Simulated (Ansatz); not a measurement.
Start from `Fc1ccccn1` and change one atom or group to get `Cc1ccccn1`.

Ansatz, PBE0-D4/def2-TZVP geometries, multiplicity 1. 

```csv
property,`Fc1ccccn1`
LUMO energy (ωB97M-V/def2-TZVPP) / eV,1.00
size of the dipole moment (PBE/def2-TZVPP) / D,3.03
HOMO–LUMO gap (PBE/def2-TZVPP) / eV,4.55
LUMO energy (PBE/def2-TZVPP) / eV,-2.00
HOMO energy (B3LYP/def2-TZVPP) / eV,-7.44
HOMO energy (PBE0/def2-TZVPP) / eV,-7.65
```

(1) What does the change do to each property? (An estimate is asked.)

Results:

(1) Ansatz gave: 
| property | `Cc1ccccn1` | shift |
| --- | --- | --- |
| LUMO energy (ωB97M-V/def2-TZVPP) / eV | 1.33 | 0.33 |
| size of the dipole moment (PBE/def2-TZVPP) / D | 1.76 | -1.27 |
| HOMO–LUMO gap (PBE/def2-TZVPP) / eV | 4.07 | -0.48 |
| LUMO energy (PBE/def2-TZVPP) / eV | -1.67 | 0.33 |
| HOMO energy (B3LYP/def2-TZVPP) / eV | -7.04 | 0.40 |
| HOMO energy (PBE0/def2-TZVPP) / eV | -7.29 | 0.36 |

The zero-point energy changes by 92.4 kJ/mol with +9 modes. Dipoles are sizes alone; their direction can turn.

Positive LUMOs are unbound, so they and the gaps depend on the basis.

B3LYP here is the variant with VWN-RPA as its local correlation; programs differ in this.
